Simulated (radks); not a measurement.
Species: Cl II. Configuration: [Ne] 3s1.75 3p4 4s0.25 (fractional occupations, a model configuration). All-electron calculation, Dirac Kohn-Sham, exchange-only B88, spin-unpolarised, spherical densities, finite nucleus; open shells fill j = l - 1/2 first; Fermi nuclear charge, rms radius 3.3654 fm. Program: a radial shooting solver on a logarithmic mesh with Libxc functionals.

Normalised radial functions P(r) = r R(r) (large component), r in bohr:

```
   r/bohr * 3p3/2 (the largest magnitude, 0.816, reaches the edge; | marks zero)
 0.007601                             *
 0.009977                             *
   0.0131                             *
  0.01719                             *
  0.02256                             |*
  0.02961                             |*
  0.03856                             | *
  0.05062                             |  *
  0.06644                             |   *
   0.0872                             |     *
   0.1145                             |       *
   0.1502                             |          *
   0.1972                             |           *
   0.2568                             |            *
   0.3371                             |          *
   0.4424                             |    *
   0.5807                          *  |
   0.7622               *             |
        1      *                      |
    1.303  *                          |
     1.71    *                        |
    2.245          *                  |
    2.946                  *          |
    3.867                        *    |
    5.076                            *|
    6.609                             *
    8.675                             *
    11.39                             *
    14.95                             *
```

3p3/2: eigenvalue -19.835 eV, 1 radial node at r = 0.528 bohr, <r> = 1.69 bohr, 90 % of the charge inside 2.63 bohr.
